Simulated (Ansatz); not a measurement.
System: pentane-3-selenol, C₅H₁₂Se (charge 0, singlet). 
Structure (B3LYP-D3(BJ)/def2-TZVP (Ansatz, a program for electronic structure) minimum search):
```xyz
18

C     -2.6213    -0.8198    -0.0032
C     -1.2700    -1.2889    -0.5290
C     -0.0563    -0.7119     0.1974
Se     0.0557     1.2723     0.0016
C      1.2458    -1.3994    -0.2093
C      2.4583    -1.0428     0.6422
H     -2.7305    -1.0588     1.0576
H     -3.4359    -1.3087    -0.5400
H     -2.7363     0.2581    -0.1158
H     -1.1850    -1.0680    -1.5973
H     -1.2105    -2.3797    -0.4393
H     -0.1982    -0.8194     1.2769
H      0.2392     1.2240    -1.4595
H      1.4495    -1.1837    -1.2626
H      1.0719    -2.4800    -0.1493
H      2.2782    -1.2788     1.6941
H      3.3358    -1.6061     0.3205
H      2.6903     0.0198     0.5738
```
Charge 0, spin multiplicity 1.

Total electronic energies in hartree. Correlated levels leave the core frozen unless marked. Spin-orbit coupling is left out. The frozen core is the preceding noble-gas configuration, with the filled d and f shells of earlier blocks. No relativistic terms. CBS marks a two-point X^-3 extrapolation of the correlation energy; Hartree-Fock from the larger set. [CCSD(T)-MP2]/basis is that difference in the basis named.

```tsv
level	program	energy (Eh)
revPBE-D3(BJ)/def2-TZVPD	Ansatz + dftd3	[?]
PBE0-D4/def2-TZVPD	Ansatz + dftd4	-2598.86686
B2PLYP/def2-TZVPD	Ansatz	-2598.76487
MP2/6-31G*	Ansatz	-2596.63712
SCS-MP2/6-31G	Ansatz	-2596.24955
CCSD/cc-pVDZ	Ansatz	-2597.08285
RI-MP2/CBS(aug-cc-pVTZ,aug-cc-pVQZ)+[CCSD(T)-MP2]/aug-cc-pVTZ	Ansatz	-2597.5795
RI-MP2/CBS(cc-pVTZ,cc-pVQZ)+[CCSD(T)-MP2]/cc-pVTZ	Ansatz	-2597.5781
CCSD(T)/CBS(cc-pVTZ,cc-pVQZ)	Ansatz	-2597.5649
```

Task: Fill in the missing entries.

Result: 
- revPBE-D3(BJ)/def2-TZVPD, energy (Eh): -2599.15969
